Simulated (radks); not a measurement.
Numerical settings for the bismuth ion Bi2+, [Hg] 6p1. All-electron calculation, scalar-relativistic Kohn-Sham, PBEsol, spin-polarised, spherical densities, point nucleus; open shells are filled with parallel spins first (spin-orbit coupling, left out, can overturn this in heavy ions). Program: a radial shooting solver on a logarithmic mesh with Libxc functionals. The defaults (mesh step 0.008 in ln r, mesh end at 40 bohr or more with all orbitals vanishing there, Anderson mixing 0.5 over 9 steps, residual threshold near 1e-9 with the energy settled to 1e-9 hartree or 1e-11 of itself, here a cap of 100 iterations) give E = -21524.225 hartree and 6p at -19.655 eV in 15 iterations. Run on one thread of a shared host, so times are rough (Arm Neoverse N1): 0.44 s of CPU time, 0.44 s wall, 15 iterations on 2587 mesh points. Changes against that run (0 stands for a change within the tolerance of the run):

mesh step in ln r 0.12: iterations 4; converged no; E (mhartree) diverged; CPU (s) 0.02
mesh step in ln r 0.03: iterations 15; converged yes; E (mhartree) +0.0112; e(6p) (meV) 0; CPU (s) 0.14
mesh step in ln r 0.08: iterations 2; converged no; E (mhartree) diverged; CPU (s) 0.07
mesh end (bohr) 5: iterations 15; converged yes; E (mhartree) +26.5; e(6p) (meV) +859; CPU (s) 0.41
mesh end (bohr) 8: iterations 15; converged yes; E (mhartree) +0.0948; e(6p) (meV) +5.9; CPU (s) 0.41
residual threshold 0.001: iterations 11; converged yes; E (mhartree) 0; e(6p) (meV) -0.00455; CPU (s) 0.36
residual threshold 1e-13: iterations 22; converged yes; E (mhartree) 0; e(6p) (meV) 0; CPU (s) 0.53
mixing 2.5: iterations 17; converged yes; E (mhartree) 0; e(6p) (meV) 0; CPU (s) 0.48
linear mixing, mixing 0.05: iterations 100; converged no; E (mhartree) -4.26; e(6p) (meV) -33.8; CPU (s) 2.7
linear mixing, mixing 1: iterations 100; converged no; E (mhartree) +1.28e+06; e(6p) (meV) +1.39e+04; CPU (s) 6.8
mixing history 3: iterations 16; converged yes; E (mhartree) 0; e(6p) (meV) 0; CPU (s) 0.46
iteration cap 5: iterations 5; converged no; E (mhartree) +6.58; e(6p) (meV) +60; CPU (s) 0.18

Settings that end as converged yet miss the energy by more than 1 mhartree: mesh end (bohr) 5 (+0.0265 hartree). A mesh that ends early acts as a hard wall.
